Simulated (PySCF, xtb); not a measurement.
B(Me)(OAc)(OH) (C3H7BO3), SMILES CC(=O)OB(O)C.

xtb with GFN2-xTB at its own geometry gives an orbital gap of 4.71 eV and a dipole moment of 3.47 D.

The structure is a stationary point at PBE-D3(BJ)/def2-SVP. The values are those of a single conformer.

Question: What does PySCF with ωB97X/def2-TZVP give? (The exact figures need the calculation; the answer reports its results.)

Answer: gap 12.57 eV (levels -10.65 and 1.92 eV), dipole 2.89 D.
